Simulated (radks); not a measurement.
Task: Species: Ca+. Configuration: [Ne] 3s2 3p5.75 4s1 5s0.25 (fractional occupations, a model configuration). Calculated with a radial shooting solver on a logarithmic mesh with Libxc functionals: scalar-relativistic Kohn-Sham, BLYP, spin-polarised, spherical densities, point nucleus; open shells are filled with parallel spins first. Some entries of the table are withheld. Estimate them.

orbital  occ.  eigenvalue (eV)  <r> (bohr)
1s up       1        -3961.878     0.07684
1s down     1        -3961.763     0.07684
2s up       1        -424.7584      0.3645
2s down     1        -424.6564      0.3644
2p up       3              (1)      0.3278
2p down     3              (2)      0.3277
3s up       1         -56.7265       1.148
3s down     1         -56.2861       1.148
3p up       3         -37.5499       1.255
3p down  2.75         -37.1188       1.255
4s up       1         -10.3750       3.414
5s up    0.25              (3)       7.964

Result: 
(1) 2p up eigenvalue (eV): -345.3714
(2) 2p down eigenvalue (eV): -345.2419
(3) 5s up eigenvalue (eV): -3.5643
